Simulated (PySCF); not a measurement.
## MMg for M along the fourth-period p block

CCSD(T) with double-zeta basis sets in PySCF, for the lowest determinant that a PBE0 search found; no spin–orbit coupling. De refers to high-spin ground-configuration atoms.

| M | basis | reference, frozen orbitals | state (unpaired electrons) | Re (Å) | ωe (cm⁻¹) | De (eV) |
| --- | --- | --- | --- | --- | --- | --- |
| Ge | cc-pVDZ/cc-pVDZ-PP | ROHF, 5 | triplet (π ↑↑) | 2.616 | 253 | 0.79 |
| As | def2-SVP | UHF, 10 | quartet (σ ↑, π ↑↑) | 2.717 | 208 | 0.26 |
| Se | aug-cc-pVDZ/aug-cc-pVDZ-PP | RHF, 5 | singlet (closed shell) | 2.305 | 409 | 1.55 |
| Br | cc-pVDZ/cc-pVDZ-PP | UHF, 5 | doublet (σ ↑) | 2.377 | 378 | 2.50 |

The shortest bond is that of MgSe (2.305 Å), the longest that of MgAs (2.717 Å). MgBr is bound most strongly (2.50 eV) and MgAs least (0.26 eV).

The rows differ in basis set, which adds steps of its own.

The state changes along the series, so neighbouring rows are not always alike in their bonding.

Correlated steps freeze the inner cores (5 to 10 orbitals); shallow outer-core shells are correlated. UHF and ROHF references stand side by side, which adds small steps between rows. Weak bonds: MgAs. Basis-set superposition, not corrected here, can be much of De in a small basis, most of all at correlated wavefunction levels. Spin–orbit coupling is left out. Where the molecule has an RHF reference, its open-shell atoms are computed with UHF. States were picked by a PBE0 search and need not be the measured ground states.
